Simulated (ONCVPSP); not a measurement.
Configuration tests for potassium (K) (ONCV)

ONCVPSP 4.0.1 input, shortened (lines: element, Z, core and valence counts, functional; n l f; lmax; l rc ep ncon nbas qcut; lloc lpopt rc5 dvloc0; l nproj debl; icmod fcfact rcfact), PBEsol, scalar-relativistic:

```
  K 19.00    3    2  -116133      upf
    1    0    2.00
    2    0    2.00
    2    1    6.00
    3    0    2.00
    3    1    6.00
    3
    0    1.85    0.00    3    7    8.60
    1    1.95    0.00    3    7    7.00
    2    1.55    0.47    4    9    5.40
    3    1.90    0.28    5    9    6.50
    4    5    1.30    0.00
    0    2    2.20
    1    2    2.00
    2    1    1.40
    3    3    1.20
    3    2.00    1.80
```

In the d channel the program set the typed energies aside and used 0.050 Ha.

Energies are relative to the spin-unpolarised reference configuration 3s2 3p6; without spin polarisation the order of configurations can differ from experiment.

| valence configuration | charge | ΔE all-electron (eV) | error AE − PS (meV) |
| --- | --- | --- | --- |
| 3s2 3p6 4s1 | 0 | -4.217 | +0.1 |
| 3s2 3p6 4s0.5 | +0.5 | -2.596 | +0.1 |
| 3s2 3p6 4p1 | 0 | -2.700 | +0.1 |
| 3s2 3p6 3d1 | 0 | -1.808 | -1.5 |

Levels in the configuration 3s2 3p6 3d1:

```
level  all-electron (eV)  pseudo (eV)
   3s            -36.831      -36.839
   3p            -20.365      -20.371
   3d             -0.627       -0.627
```

Note: ghosts flagged at negative energy: f at -2955.2 eV; GHOST(+) flags only above 600 eV. A true bound ghost makes a file unfit for plane-wave use.
